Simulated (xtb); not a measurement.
Species: H₂AlBr₂N, SMILES `[NH2][Al]([Br])[Br]` (charge 0, multiplicity 1).

Task: Give a relaxed geometry from GFN2-xTB run with xtb 6.7.1.

Result: the end point of this relaxation (outside a Z-matrix the atoms follow the SMILES, hydrogens last).
Z-matrix (Å, degrees):
```
Al
N 1 1.7655
H 2 1.0114 1 126.03
H 2 1.0117 3 108.28 1 179.50
Br 1 2.2464 2 119.15 3 179.73
Br 1 2.2464 2 119.28 3 -0.34
```
